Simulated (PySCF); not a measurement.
**Tin: a sound run and one with changed settings**

Sound run: Sn²⁺ [Kr] 4d10 5s2, Sn³⁺ [Kr] 4d10 5s1. Calculation: PySCF 2.14, in cc-pVTZ-PP with ECP28MDF (5s4p3d1f, 39 functions); a scalar-relativistic core potential. In the sound run the correlated levels freeze 4s2 4p6 4d10 outside the core potential. The sound run starts from symmetry-adapted Hartree-Fock orbitals and uses a fine grid where one is needed.

Changed run: all electrons correlated in a basis built for the valence shell.

```json
{"species": "Sn²⁺", "method": "MP2", "sound run (hartree)": "-212.60792", "changed run (hartree)": "-212.68924", "converged": "yes"}
{"species": "Sn³⁺", "method": "MP2", "sound run (hartree)": "n/a", "changed run (hartree)": "-211.59977", "converged": "yes"}
```

Ionisation energy of Sn²⁺:

```
 method  sound run (eV)  changed run (eV)
    UHF          28.537            28.537
    MP2          29.208            29.646
SCS-MP2          29.342            29.724
```

A valence basis has no tight correlating functions, so it recovers only part of the core correlation, and not evenly between atom and ion.

For comparison, NIST gives 30.506 eV between the lowest levels.
